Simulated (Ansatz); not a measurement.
CH9AlO2Si2, charge -1, doublet, at a GFN2-xTB geometry (such geometries of metal compounds can be far from the true shape) (a state made from the parent by changing its charge; the spin is typed, not shown lowest) (a gas-phase anion, which may not be bound at this level); Ansatz (an electronic-structure program) with HF/6-31G**.

Here is a job for Ansatz.
Ansatz 0.2 input:
```yaml
crystal:
  periodic: [false, false, false]
  atoms:
    - {symbol: Al, position_ang: [0.19354210, 0.30225555, 0.29566521]}
    - {symbol: C, position_ang: [1.05732663, 1.73202347, 1.56042372]}
    - {symbol: H, position_ang: [1.75424696, 1.28316310, 2.27448695]}
    - {symbol: H, position_ang: [0.30759973, 2.27173978, 2.15034991]}
    - {symbol: H, position_ang: [1.62034120, 2.49393643, 1.00907015]}
    - {symbol: O, position_ang: [-0.94728715, 1.05826374, -0.84777139]}
    - {symbol: Si, position_ang: [-1.94584385, 1.81303945, -1.83382635]}
    - {symbol: H, position_ang: [-3.34347479, 1.47647924, -1.50150112]}
    - {symbol: H, position_ang: [-1.68440660, 1.40863552, -3.22905358]}
    - {symbol: H, position_ang: [-1.79209964, 3.27615689, -1.74412881]}
    - {symbol: O, position_ang: [0.76244295, -1.36584032, 0.58358036]}
    - {symbol: Si, position_ang: [1.32118516, -2.82503503, 0.90117758]}
    - {symbol: H, position_ang: [0.22092115, -3.71167780, 1.32553676]}
    - {symbol: H, position_ang: [2.32576204, -2.78974776, 1.97964453]}
    - {symbol: H, position_ang: [1.95507832, -3.40159751, -0.29998414]}
basis:
  gaussian:
    orbitals: 6-31G__.json
hamiltonian:
  xc: hf
total_charge: -1
magnetization: {spin_polarized: true, initial_magnetization: 1}
```
The basis file holds 6-31G** in the JSON format of the Basis Set Exchange.

It wrote (shortened):

```
Functional definition: HF
1359 factors; integrals over basis functions are off by at most 1.5e-3 eV
mean field evaluation 1: about -27552.9152 eV, gradient 2.8e1 eV
mean field evaluation 2: about -27552.9892 eV, gradient 2.9e1 eV
mean field evaluation 4: about -27556.9950 eV, gradient 3.2e0 eV
mean field evaluation 8: about -27557.1409 eV, gradient 2.1e-1 eV
mean field evaluation 16: about -27557.2301 eV, gradient 6.7e-2 eV
mean field evaluation 32: about -27557.1354 eV, gradient 2.9e-1 eV
mean field evaluation 64: about -27557.0890 eV, gradient 5.6e-1 eV
mean field evaluation 96: about -27557.1754 eV, gradient 1.4e-5 eV
mean field evaluation 128: about -27557.1373 eV, gradient 5.5e-2 eV
mean field -27557.23172245 eV, -1012.7095868375 hartree, gradient 1.6e-5 eV, S^2 0.752957; 5 other end points of the search recorded, 0 dependent functions left out
reference -27557.23172245 eV, -1012.7095868375 hartree; 37, 36 occupied and 110, 111 virtual orbitals, 1359 factors
Total energy: -27557.23172245 eV, -1012.7095868375 hartree
```
